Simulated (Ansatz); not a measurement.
Ansatz (a first-principles code) input (HF/STO-3G):

Ansatz 0.2 input:
```yaml
crystal:
  periodic: [false, false, false]
  atoms:
    - {symbol: C, position_ang: [-1.64281214, 0.27827194, 0.02193341]}
    - {symbol: C, position_ang: [-1.25803757, -1.14795589, -0.20674132]}
    - {symbol: C, position_ang: [0.26495727, -1.07834323, -0.42092713]}
    - {symbol: C, position_ang: [0.70659956, 0.14050599, 0.39810870]}
    - {symbol: C, position_ang: [-0.44134390, 1.14476656, 0.19080129]}
    - {symbol: N, position_ang: [1.99447967, 0.66878352, -0.04479312]}
    - {symbol: H, position_ang: [-2.66210076, 0.63590376, 0.05160505]}
    - {symbol: H, position_ang: [-1.50072546, -1.77233893, 0.66638670]}
    - {symbol: H, position_ang: [-1.78113393, -1.60636623, -1.05209945]}
    - {symbol: H, position_ang: [0.49143630, -0.88127229, -1.47177482]}
    - {symbol: H, position_ang: [0.78356478, -1.99372552, -0.13041011]}
    - {symbol: H, position_ang: [0.71096698, -0.14820615, 1.46099237]}
    - {symbol: H, position_ang: [-0.53172524, 1.86313293, 1.01261986]}
    - {symbol: H, position_ang: [-0.22849314, 1.73408207, -0.71476832]}
    - {symbol: H, position_ang: [2.25337628, 1.48283679, 0.50165166]}
    - {symbol: H, position_ang: [2.72729696, -0.01900308, 0.09029911]}
basis:
  gaussian:
    orbitals: STO-3G
hamiltonian:
  xc: {name: HF}
magnetization: {spin_polarized: true, initial_magnetization: 1}
relax: {f_tol: 0.003, max_steps: 120}
```

From the output:

```
628 factors; integrals over basis functions are off by at most 1.9e-5 eV
mean field: 0.14 GiB planned
mean field -6709.51413624 eV, -246.5700966349 hartree, gradient 1.4e-5 eV, S^2 0.765621; 0 other end points of the search recorded, 0 dependent functions left out
the calculation of the forces begins
reference -6709.51413624 eV, -246.5700966349 hartree; 24, 23 occupied and 16, 17 virtual orbitals, 628 factors
relax step  14: F+E_penalty+E_count = -6709.51413624 eV  Δ(F+E_penalty+E_count) = -4.877e-6 eV  max|allowed force component| = 8.695e-4 eV/Å  Δτ_max = 0.0012 Å  (30 SCF iters, accepted)
integrals: 0.00 GiB planned
628 factors; integrals over basis functions are off by at most 1.9e-5 eV
mean field: 0.14 GiB planned
mean field -6709.51413624 eV, -246.5700966349 hartree, gradient 1.4e-5 eV, S^2 0.765621; 1 other end points of the search recorded, 0 dependent functions left out
the calculation of the forces begins
reference -6709.51413624 eV, -246.5700966349 hartree; 24, 23 occupied and 16, 17 virtual orbitals, 628 factors
Total energy: -6709.51413624 eV, -246.5700966349 hartree
Atom 0 at    -1.675062     0.271128     0.105343 Å, force     0.000712     0.000291     0.000209 eV/Å
Atom 1 at    -1.273969    -1.166442    -0.199791 Å, force     0.000869     0.000430    -0.000159 eV/Å
Atom 2 at     0.261715    -1.098805    -0.396589 Å, force    -0.000242    -0.000215     0.000361 eV/Å
Atom 3 at     0.720610     0.149162     0.403160 Å, force    -0.000320     0.000165     0.000466 eV/Å
Atom 4 at    -0.448416     1.158245     0.241937 Å, force     0.000519     0.000036    -0.000584 eV/Å
Atom 5 at     2.001351     0.696448    -0.122987 Å, force    -0.000198     0.000310     0.000054 eV/Å
Atom 6 at    -2.650990     0.668359    -0.145634 Å, force    -0.000239     0.000054     0.000055 eV/Å
Atom 7 at    -1.527021    -1.821826     0.634754 Å, force     0.000227    -0.000160     0.000160 eV/Å
Atom 8 at    -1.776852    -1.559164    -1.081713 Å, force    -0.000133    -0.000573    -0.000219 eV/Å
Atom 9 at     0.498280    -0.945270    -1.446697 Å, force    -0.000217     0.000046    -0.000249 eV/Å
Atom 10 at     0.764315    -2.004030    -0.065519 Å, force    -0.000293    -0.000121    -0.000215 eV/Å
Atom 11 at     0.801409    -0.123983     1.461898 Å, force    -0.000455    -0.000094    -0.000010 eV/Å
Atom 12 at    -0.517995     1.842394     1.086316 Å, force     0.000065    -0.000168    -0.000186 eV/Å
Atom 13 at    -0.291272     1.756161    -0.656549 Å, force    -0.000352     0.000141     0.000313 eV/Å
Atom 14 at     2.267087     1.491141     0.482482 Å, force     0.000249     0.000087    -0.000061 eV/Å
Atom 15 at     2.733116    -0.012447     0.052474 Å, force    -0.000193    -0.000229     0.000066 eV/Å
Dipole moment:     0.031742    -0.080234     0.268578 e Å
```

The geometry given is a B3LYP-D3(BJ)/def2-TZVP minimum.
